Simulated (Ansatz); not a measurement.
System: S2O2 (charge 0, singlet). SMILES: O=[S][S]=O
Structure (B3LYP-D3(BJ)/def2-TZVP (Ansatz, a quantum-chemistry and plane-wave program) minimum search):
```
S
O 1 1.4720
S 1 2.0125 2 114.63
O 3 1.4720 1 114.63 2 0.00
```

Wanted: vertical triplet-singlet gap (E(triplet) - E(singlet); each state is the SCF solution reached for its spin; for the singlet the Hartree-Fock reference is unstable and T1 is 0.025), in kcal/mol. Valence correlation only, unless marked. Open shells are spin-unrestricted. No spin-orbit coupling. No relativistic terms. 

| level | program | vertical triplet-singlet gap (kcal/mol) |
|---|---|---|
| HF/aug-cc-pV(D+d)Z | Ansatz | -6.6 |
| PBE/def2-TZVPD | Ansatz | 37.6 |
| B3LYP/def2-TZVPD | Ansatz | 30.1 |
| PBE0/def2-TZVPD | Ansatz | 28.0 |
| wB97X-V/def2-TZVPD | Ansatz | 23.8 |
| SCS-MP2/aug-cc-pV(D+d)Z | Ansatz | 48.7 |
